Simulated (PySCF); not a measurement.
## Ca¹⁹⁺: ionisation energy

Ca¹⁹⁺ 1s1 (2S) → Ca²⁰⁺ (bare nucleus), as a difference of total energies. All numbers are calculated (PySCF 2.14, no relativity, point nucleus, in an even-tempered Gaussian basis (15 s from 15 bohr⁻², ratio 2.2; 7 p from 23 bohr⁻², ratio 2.4; 4 d from 70 bohr⁻², ratio 2.4; 3 f from 100 bohr⁻², ratio 2.4; 3 g from 160 bohr⁻², ratio 2.4)). The calculations carry no spin-orbit coupling.

```
 method  ionisation energy (eV)  difference from reference (eV)
    UHF                  5442.3                           -27.6
    LDA                  5419.7                           -50.2
    PBE                  5438.9                           -31.0
   PBE0                  5439.8                           -30.1
 r2SCAN                  5442.3                           -27.6
  B3LYP                  5439.7                           -30.2
r2SCAN0                  5442.3                           -27.6
```

Reference: 5469.9 eV (theoretical estimate listed by NIST; NIST Atomic Spectra Database, ionization energies).

These non-relativistic numbers lack the scalar-relativistic shift.
